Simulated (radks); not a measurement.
Results of a calculation; reference values are marked as such.
Task: Tm46+, 23 electrons, occupied as [Ar] 3d5 (the NIST ground configuration). Code: a radial shooting solver on a logarithmic mesh with Libxc functionals. Model: Dirac Kohn-Sham, relativistic LDA (MacDonald-Vosko exchange, VWN5 correlation), spin-unpolarised, spherical densities, finite nucleus; open shells fill j = l - 1/2 first; Fermi nuclear charge, rms radius 5.2256 fm.

Spin-orbit splittings of the eigenvalues, e(l+1/2) - e(l-1/2), with zeta = 2 splitting/(2l+1) and mean radii in bohr:

| shell | occ. | splitting (eV) | zeta (eV) | <r> j=l-1/2 | <r> j=l+1/2 |
|---|---|---|---|---|---|
| 2p | 6 | ? | ? | 0.06992 | 0.07715 |
| 3p | 6 | 232.4 | 154.9 | 0.1998 | 0.2116 |
| 3d | 5 | 53.49 | 21.39 | 0.1834 | 0.1871 |

Estimate the 2p splitting.

Result: 977.9 eV (zeta = 652.0 eV).
